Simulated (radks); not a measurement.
Polarisability of the scandium ion Sc+, [Ar] 3d1 4s1, at imaginary frequency. Method: scalar-relativistic Kohn-Sham, LDA (Slater exchange, Perdew-Wang correlation), spin-polarised, spherical densities, finite nucleus; open shells are filled with parallel spins first; Fermi nuclear charge, rms radius 3.5459 fm; computed with a radial shooting solver on a logarithmic mesh with Libxc functionals. Response by self-consistent Sternheimer equations with the Hartree and adiabatic LDA kernel, the relativistic mass of each level held fixed and spin-orbit coupling left out.

| w (hartree) | alpha1(iw) (bohr^3) |
|---|---|
| 0.00266 | 52.76 |
| 0.0143 | 52.30 |
| 0.0360 | 49.89 |
| 0.0697 | 43.50 |
| 0.118 | 33.13 |
| 0.186 | 22.22 |
| 0.280 | 13.95 |
| 0.413 | 8.707 |
| 0.605 | 5.557 |
| 0.892 | 3.582 |
| 1.35 | 2.217 |
| 2.12 | 1.218 |
| 3.59 | 0.5470 |
| 6.94 | 0.1849 |
| 17.5 | 0.03970 |

Static values: alpha1 = 52.78 bohr^3 (7.820 angstrom^3; uncoupled 70.70). C6 = 344.9, triple-dipole C9 = 12900 atomic units. One-pole (London) frequency 4 C6 / (3 alpha1^2) = 0.165 hartree, against 0.382 for minus the highest occupied eigenvalue.
